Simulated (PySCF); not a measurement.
# Atomic charges by several schemes

Species: diethyl sulfone, C₄H₁₀O₂S.
Z-matrix (Å and degrees, GFN2-xTB geometry), rows numbered from 1:
```
C 
C   1  1.5129
S   2  1.8294  1  107.49
O   3  1.4377  2  108.45  1   -64.25
O   3  1.4377  2  108.45  1    64.36
C   3  1.8294  2  104.83  1  -179.92
C   6  1.5130  3  107.50  2   179.95
H   1  1.0874  2  109.37  3    59.15
H   1  1.0874  2  109.36  3   -59.28
H   1  1.0883  2  111.31  3   179.93
H   2  1.0862  1  112.36  3  -117.09
H   2  1.0863  1  112.38  3   117.12
H   6  1.0863  3  106.74  2   -59.39
H   6  1.0863  3  106.68  2    59.13
H   7  1.0875  6  109.44  3   -59.21
H   7  1.0875  6  109.31  3    59.24
H   7  1.0883  6  111.29  3   179.95
```

Density: PBE0/pcSseg-1 (PySCF); schemes: Mulliken, IAO, Hirshfeld and ESP-fitted. Geometry: GFN2-xTB, one conformer, isolated molecule.

Question: At which atom do the 4 schemes differ most?

Answer: At S3: from +0.522 (Hirshfeld) to +1.970 e (IAO), 1.448 e apart.

Question: Which atoms carry the lowest charge in the Mulliken, IAO, Hirshfeld and ESP-fitted schemes?

Answer: All schemes pick atoms of one kind: Mulliken O4 and O5 (-0.543); IAO O4 and O5 (-0.906); Hirshfeld O4 and O5 (-0.322); ESP-fitted O5 (-0.524).

Question: Tabulate the Mulliken, IAO, Hirshfeld and ESP-fitted charges.

Answer: In e:

| atom | environment | Mulliken | IAO | Hirshfeld | ESP-fitted |
| --- | --- | --- | --- | --- | --- |
| C1 | methyl carbon | -0.282 | -0.428 | -0.115 | -0.167 |
| C2 | sp3 carbon bound to sulfur | -0.350 | -0.450 | -0.073 | -0.128 |
| S3 | sulfonyl sulfur | +0.889 | +1.970 | +0.522 | +0.927 |
| O4 | sulfonyl oxygen | -0.543 | -0.906 | -0.322 | -0.523 |
| O5 | sulfonyl oxygen | -0.543 | -0.906 | -0.322 | -0.524 |
| C6 | sp3 carbon bound to sulfur | -0.350 | -0.450 | -0.073 | -0.135 |
| C7 | methyl carbon | -0.282 | -0.428 | -0.115 | -0.156 |
| H8 | methyl hydrogen | +0.143 | +0.162 | +0.046 | +0.071 |
| H9 | methyl hydrogen | +0.143 | +0.162 | +0.046 | +0.073 |
| H10 | methyl hydrogen | +0.136 | +0.155 | +0.052 | +0.076 |
| H11 | methylene hydrogen | +0.155 | +0.160 | +0.052 | +0.066 |
| H12 | methylene hydrogen | +0.155 | +0.160 | +0.052 | +0.068 |
| H13 | methylene hydrogen | +0.155 | +0.160 | +0.052 | +0.067 |
| H14 | methylene hydrogen | +0.155 | +0.160 | +0.052 | +0.070 |
| H15 | methyl hydrogen | +0.143 | +0.162 | +0.046 | +0.070 |
| H16 | methyl hydrogen | +0.143 | +0.162 | +0.046 | +0.070 |
| H17 | methyl hydrogen | +0.136 | +0.155 | +0.052 | +0.074 |

Mean size of the charges over all atoms: IAO 0.420 e, Mulliken 0.277 e, ESP-fitted 0.192 e, Hirshfeld 0.120 e. Each set sums to the total charge, 0, to within 0.001 e. The Hirshfeld scheme divides the density at each point in proportion to the densities of the neutral, spherically averaged free atoms.

Question: Sum the charges by element, for elements with more than one atom.

Answer: 
| element | atoms | Mulliken | IAO | Hirshfeld | ESP-fitted |
| --- | --- | --- | --- | --- | --- |
| C | 4 | -1.265 | -1.757 | -0.376 | -0.586 |
| O | 2 | -1.086 | -1.812 | -0.644 | -1.047 |
| H | 10 | +1.461 | +1.598 | +0.497 | +0.706 |

Question: How many electrons does the IAO scheme count on C1?

Answer: Z − q = 6 − (-0.428) = 6.428.

Question: How closely do the schemes follow one another over all atoms?

Answer: Correlation coefficient and root-mean-square difference: Hirshfeld with ESP-fitted 1.00, 0.124 e; IAO with ESP-fitted 0.99, 0.326 e; IAO with Hirshfeld 0.98, 0.446 e; Mulliken with IAO 0.97, 0.297 e; Mulliken with Hirshfeld 0.96, 0.178 e; Mulliken with ESP-fitted 0.96, 0.104 e.
